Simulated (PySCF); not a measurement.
Cl₅Ta (SMILES [Cl][Ta]([Cl])([Cl])([Cl])[Cl]), singlet, at a GFN2-xTB geometry (such geometries of metal compounds can be far from the true shape) (core potentials on Ta); DF-BLYP/def2-SVP (PySCF).

Here is a job for PySCF.
```python
from pyscf import gto, scf, dft

mol = gto.M(
    atom='''
Ta   -0.00000000    0.00000000    0.00000000
Cl    1.59861123   -0.60586928    1.55347509
Cl   -1.59861123    0.60586928   -1.55347509
Cl    0.28032479    2.17020709    0.55793071
Cl    1.25052377   -0.91398127   -1.64331859
Cl   -1.53084855   -1.25622582    1.08538789
''',
    basis='def2-svp',
    ecp={'Ta': 'def2-svp'},
    verbose=4,
    symmetry=True,
)

mf = dft.RKS(mol)
mf.xc = 'blyp'
mf.irrep_nelec = {'A1': 40, 'A2': 8, 'B1': 26, 'B2': 24}
mf = mf.density_fit(auxbasis='def2-universal-jkfit')
mf.kernel()
mf.analyze()
```

Output, abridged:

```
PySCF version 2.14.0

[INPUT] verbose = 4
[INPUT] num. atoms = 6
[INPUT] num. electrons = 98
[INPUT] charge = 0
[INPUT] spin (= nelec alpha-beta = 2S) = 0
[INPUT] symmetry True subgroup None
[INPUT] Mole.unit = angstrom
[INPUT] Symbol           X                Y                Z      unit          X                Y                Z       unit  Magmom
[...]
nuclear repulsion = 691.065410727562
point group symmetry = D3h, use subgroup C2v
symmetry origin: [ 2.03324961e-09 -4.49710592e-17  2.03324961e-09]
symmetry axis x: [ 0.71109491  0.08749938 -0.6976302 ]
symmetry axis y: [ 0.69205115 -0.26228549  0.67251136]
symmetry axis z: [-0.12413395 -0.96101518 -0.24706392]
num. orbitals of irrep A1 = 50
num. orbitals of irrep A2 = 14
num. orbitals of irrep B1 = 29
num. orbitals of irrep B2 = 29
number of shells = 52
number of NR pGTOs = 237
number of NR cGTOs = 122
basis = def2-svp
ecp = {'Ta': 'def2-svp'}

******** <class 'pyscf.df.df_jk.DFSymAdaptedRKS'> ********
method = DFSymAdaptedRKS
initial guess = minao
damping factor = 0
level_shift factor = 0
DIIS = <class 'pyscf.scf.diis.CDIIS'>
diis_start_cycle = 1
diis_space = 8
diis_damp = 0
SCF conv_tol = 1e-09
SCF conv_tol_grad = None
SCF max_cycles = 50
direct_scf = False
XC library pyscf.dft.libxc version 7.1.2
    S. Lehtola, C. Steigemann, M. J. T. Oliveira, and M. A. L. Marques,  SoftwareX 7, 1–5 (2018)
XC functionals = blyp
    A. D. Becke,  Phys. Rev. A 38, 3098 (1988)
    C. Lee, W. Yang, and R. G. Parr,  Phys. Rev. B 37, 785 (1988)
    B. Miehlich, A. Savin, H. Stoll, and H. Preuss,  Chem. Phys. Lett. 157, 200 (1989)
radial grids:
    Treutler-Ahlrichs [JCP 102, 346 (1995); DOI:10.1063/1.469408] (M4) radial grids

becke partition: Becke, JCP 88, 2547 (1988); DOI:10.1063/1.454033
pruning grids: <function nwchem_prune>
grids dens level: 3
symmetrized grids: True
atomic radii adjust function: <function treutler_atomic_radii_adjust>
small_rho_cutoff = 0
Freeze 98 electrons in irreps ['A1', 'A2', 'B1', 'B2']
    0 free electrons in irreps
Set gradient conv threshold to 3.16228e-05
Initial guess from minao.
tot grids = 118408
init E= -2345.1732829926
HOMO (B1) = -0.37825485483272  LUMO (A1) = -0.494709809335261  gap/eV = -3.16890

WARN: A1 LUMO -0.494709809335261 < system HOMO -0.37825485483272

WARN: A2 HOMO -0.47559503729127 > system LUMO -0.494709809335261

WARN: A2 LUMO -0.422481972577911 < system HOMO -0.37825485483272

WARN: B1 HOMO -0.37825485483272 > system LUMO -0.494709809335261

WARN: B2 HOMO -0.475594806999375 > system LUMO -0.494709809335261

WARN: B2 LUMO -0.422481898254132 < system HOMO -0.37825485483272

cycle= 1 E= -2355.33036598732  delta_E= -10.2  |g|= 2.63  |ddm|= 8.38
HOMO (B1) = 0.120867367269539  LUMO (A1) = -0.0495863678565431  gap/eV = -4.63828

WARN: A1 LUMO -0.0495863678565431 < system HOMO 0.120867367269539

WARN: B1 HOMO 0.120867367269539 > system LUMO -0.0495863678565431

WARN: B2 LUMO 0.0918261235341387 < system HOMO 0.120867367269539

cycle= 2 E= -2351.52408455143  delta_E= 3.81  |g|= 3.94  |ddm|= 12.8
HOMO (B1) = -0.0605463928913788  LUMO (A1) = -0.28082030389801  gap/eV = -5.99396

WARN: A1 LUMO -0.28082030389801 < system HOMO -0.0605463928913788

WARN: A2 HOMO -0.261259050117385 > system LUMO -0.28082030389801

WARN: A2 LUMO -0.0825269565639271 < system HOMO -0.0605463928913788

WARN: B1 HOMO -0.0605463928913788 > system LUMO -0.28082030389801

WARN: B2 HOMO -0.264196433662345 > system LUMO -0.28082030389801

WARN: B2 LUMO -0.111219972811248 < system HOMO -0.0605463928913788

cycle= 3 E= -2356.58851170929  delta_E= -5.06  |g|= 1.11  |ddm|= 12.2
HOMO (B1) = -0.0624158564259589  LUMO (A1) = -0.239943131618808  gap/eV = -4.83076

WARN: A1 LUMO -0.239943131618808 < system HOMO -0.0624158564259589

WARN: A2 LUMO -0.115042141681608 < system HOMO -0.0624158564259589

WARN: B1 HOMO -0.0624158564259589 > system LUMO -0.239943131618808

WARN: B2 HOMO -0.170880951672939 > system LUMO -0.239943131618808

[...]

WARN: A2 HOMO -0.283936615494421 > system LUMO -0.309855649589257

WARN: A2 LUMO -0.0943738098003737 < system HOMO -0.0477736531903221

WARN: B1 HOMO -0.0477736531903221 > system LUMO -0.309855649589257

WARN: B2 HOMO -0.279878824071972 > system LUMO -0.309855649589257

WARN: B2 LUMO -0.101604803119172 < system HOMO -0.0477736531903221

cycle= 11 E= -2357.11718184653  delta_E= -5.04e-06  |g|= 0.000834  |ddm|= 0.00691
HOMO (B1) = -0.0477110079551251  LUMO (A1) = -0.309805691195717  gap/eV = -7.13196

WARN: A1 LUMO -0.309805691195717 < system HOMO -0.0477110079551251

WARN: A2 HOMO -0.283891125301644 > system LUMO -0.309805691195717

WARN: A2 LUMO -0.0943197272331329 < system HOMO -0.0477110079551251

WARN: B1 HOMO -0.0477110079551251 > system LUMO -0.309805691195717

WARN: B2 HOMO -0.279833655961743 > system LUMO -0.309805691195717

WARN: B2 LUMO -0.101542537339994 < system HOMO -0.0477110079551251

cycle= 12 E= -2357.11718211669  delta_E= -2.7e-07  |g|= 0.000273  |ddm|= 0.00192
HOMO (B1) = -0.0477192900526164  LUMO (A1) = -0.309813414843711  gap/eV = -7.13194

WARN: A1 LUMO -0.309813414843711 < system HOMO -0.0477192900526164

WARN: A2 HOMO -0.283899742265725 > system LUMO -0.309813414843711

WARN: A2 LUMO -0.0943257540590359 < system HOMO -0.0477192900526164

WARN: B1 HOMO -0.0477192900526164 > system LUMO -0.309813414843711

WARN: B2 HOMO -0.279837290787181 > system LUMO -0.309813414843711

WARN: B2 LUMO -0.101550918024923 < system HOMO -0.0477192900526164

cycle= 13 E= -2357.11718214811  delta_E= -3.14e-08  |g|= 5.53e-05  |ddm|= 0.000445
HOMO (B1) = -0.0477201692180078  LUMO (A1) = -0.309813954085458  gap/eV = -7.13194

WARN: A1 LUMO -0.309813954085458 < system HOMO -0.0477201692180078

WARN: A2 HOMO -0.283900883427382 > system LUMO -0.309813954085458

WARN: A2 LUMO -0.09432732275069 < system HOMO -0.0477201692180078

WARN: B1 HOMO -0.0477201692180078 > system LUMO -0.309813954085458

WARN: B2 HOMO -0.279835697643148 > system LUMO -0.309813954085458

WARN: B2 LUMO -0.101551792782299 < system HOMO -0.0477201692180078

cycle= 14 E= -2357.11718214936  delta_E= -1.25e-09  |g|= 1.93e-05  |ddm|= 8.01e-05
HOMO (B1) = -0.0477201333178279  LUMO (A1) = -0.309813937875348  gap/eV = -7.13194

WARN: A1 LUMO -0.309813937875348 < system HOMO -0.0477201333178279

WARN: A2 HOMO -0.283900829190951 > system LUMO -0.309813937875348

WARN: A2 LUMO -0.0943271411531108 < system HOMO -0.0477201333178279

WARN: B1 HOMO -0.0477201333178279 > system LUMO -0.309813937875348

WARN: B2 HOMO -0.279835521449013 > system LUMO -0.309813937875348

WARN: B2 LUMO -0.101551595277829 < system HOMO -0.0477201333178279

cycle= 15 E= -2357.11718214953  delta_E= -1.71e-10  |g|= 6.97e-06  |ddm|= 2.54e-05
HOMO (B1) = -0.0477207480928394  LUMO (A1) = -0.309813919342797  gap/eV = -7.13192

WARN: A1 LUMO -0.309813919342797 < system HOMO -0.0477207480928394

WARN: A2 HOMO -0.283900314101583 > system LUMO -0.309813919342797

WARN: A2 LUMO -0.0943269064284766 < system HOMO -0.0477207480928394

WARN: B1 HOMO -0.0477207480928394 > system LUMO -0.309813919342797

WARN: B2 HOMO -0.279836153879046 > system LUMO -0.309813919342797

WARN: B2 LUMO -0.101551510252204 < system HOMO -0.0477207480928394

Extra cycle  E= -2357.11718214763  delta_E= 1.89e-09  |g|= 6.27e-05  |ddm|= 0.000131
converged SCF energy = -2357.11718214763
**** SCF Summaries ****
Total Energy =                       -2357.117182147634139
Nuclear Repulsion Energy =             691.065410727562266
One-electron Energy =                -4650.156894716854367
Two-electron Energy =                 1601.974301841657962
Two-electron Coulomb Energy =         1750.043559152238458
DFT Exchange-Correlation Energy =     -148.069257310580383
HOMO-LUMO gap [eV] =                    -7.131918456088566
Wave-function symmetry = A1
occupancy for each irrep:     A1   A2   B1   B2
                              20    4   13   12
**** MO energy ****
[...]
Dipole moment(X, Y, Z, Debye): -0.12920, -1.00026, -0.25715
```
